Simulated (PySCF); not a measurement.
## Finite-field polarisability of In⁻ (indium, charge -1)

[Kr] 4d10 5s2 5p2, high-spin 3P determinant. All numbers are calculated (PySCF 2.14, a scalar-relativistic core potential, in aug-cc-pwCVTZ-PP with ECP28MDF). Frozen: 4s2 4p6 4d10. Energy changes in a uniform field (μhartree):

```json
{"axis": "x", "F (au)": "0.001", "HF": "-95.837", "MP2": "-91.748", "CCSD": "-94.705", "CCSD(T)": "-95.217"}
{"axis": "x", "F (au)": "0.002", "HF": "-383.417", "MP2": "-367.046", "CCSD": "-378.852", "CCSD(T)": "-380.888"}
{"axis": "y", "F (au)": "0.00063", "HF": "-100.247", "MP2": "-90.547", "CCSD": "-95.058", "CCSD(T)": "-95.120"}
{"axis": "y", "F (au)": "0.00126", "HF": "-403.781", "MP2": "-362.464", "CCSD": "-381.299", "CCSD(T)": "-381.320"}
{"axis": "z", "F (au)": "0.00063", "HF": "-100.247", "MP2": "-90.547", "CCSD": "-95.058", "CCSD(T)": "-95.120"}
{"axis": "z", "F (au)": "0.00126", "HF": "-403.781", "MP2": "-362.464", "CCSD": "-381.299", "CCSD(T)": "-381.320"}
```

(1) Derive α along x at CCSD(T) from the two fields.

(2) And the mean polarisability at each level?

The polarisability of an anion needs two sets of diffuse s and p functions; this basis lacks them, so these values show the method and not the converged property.

Results:

(1) With ΔE = −αF²/2 − γF⁴/24, α = −(16 ΔE(F) − ΔE(2F))/(6F²) = 190.4 bohr³.

(2) HF 399.9, MP2 365.3, CCSD 382.2, CCSD(T) 382.8 bohr³.
